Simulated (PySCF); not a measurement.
A structure optimised at r2SCAN-D4/def2-TZVP, used in a PySCF frequency run:

```
Zn
N 1 1.8093
H 2 1.0136 1 114.73
H 2 1.0136 3 107.23 1 -128.68
Cl 1 2.0852 2 174.58 3 117.59
```
Charge 0, spin multiplicity 1.

Question: Write its SMILES, formula and point group.

Answer: [NH2][Zn][Cl], ClH₂NZn, Cs

Question: What are its rotational constants (standard atomic weights)?

Answer: 293.15, 2.6089, 2.5960 GHz
